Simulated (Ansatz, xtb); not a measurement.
CHAlO2: where a starting geometry ends

The starting geometry of this gas-phase triplet was built from a drawn formula by distance geometry and a force field; its bonds are those of `O=[C](O)[Al]`.

```xyz
5

C     0.1568    0.7386    0.2361
Al    1.5193    2.0651   -0.1540
O    -0.8803    0.6974   -0.4131
O     0.4185   -0.2403    1.2454
H    -0.3082   -0.9256    1.4442
```

Question: Predict what becomes of its bonds when it is optimised with r2SCAN-D4/def2-SVP.

Answer: It keeps its bonds, and is `O=[C](O)[Al]`.

The energy falls by 0.30 eV over 8 steps:

| step | E − E(last) (eV) |
| --- | --- |
| 1 | 0.301 |
| 2 | 0.079 |
| 3 | 0.008 |
| 4 | 0.001 |
| 5 | 0.000 |
| 6 | 0.000 |
| 7 | 0.000 |
| 8 | 0.000 |

Final geometry (Å):

```tsv
atom	x (Å)	y (Å)	z (Å)
C	0.1176	0.6705	0.2471
Al	1.5615	2.0476	-0.1011
O	-0.9283	0.6192	-0.3609
O	0.4516	-0.1900	1.2381
H	-0.2962	-0.8121	1.3353
```

From the same start GFN2-xTB ends elsewhere, differing in C1–O4 (3.59 against 1.35 Å here), Al2–O4 (1.65 against 2.83 Å here).

The end wasn't checked by frequencies. Open shells are spin-unrestricted. The triplet needn't be the ground state. Run with Ansatz 0.2.0, 22 s on 1 thread of AMD EPYC 9R45 96-Core Processor (Zen 5), with other jobs on the host.
